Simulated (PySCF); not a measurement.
The numbers are results of PBE0-D3(BJ)/def2-TZVP (PySCF), not measurements. All species are isolated molecules in the gas phase. Delta-SCF ions had no search for a lower state. Excitations are Tamm–Dancoff values on a coarser integration grid. The basis has no diffuse functions, so Rydberg states are missing or too high.

Reference species (SMILES): `ClC1CC1` (neutral, multiplicity 1).

```yaml
S1 excitation (TDA): 7.01 eV
HOMO: -7.76 eV
vertical ionisation energy (Delta-SCF): 10.05 eV
```

Changed species: `C/C=C\Cl`.

Q: What does the change do to the S1 excitation (TDA), HOMO and vertical ionisation energy (Delta-SCF)?

A: the S1 excitation (TDA) decreases by 0.14 eV, to 6.87 eV; the HOMO increases by 0.61 eV, to -7.15 eV; the vertical ionisation energy (Delta-SCF) falls by 0.71 eV, to 9.34 eV.
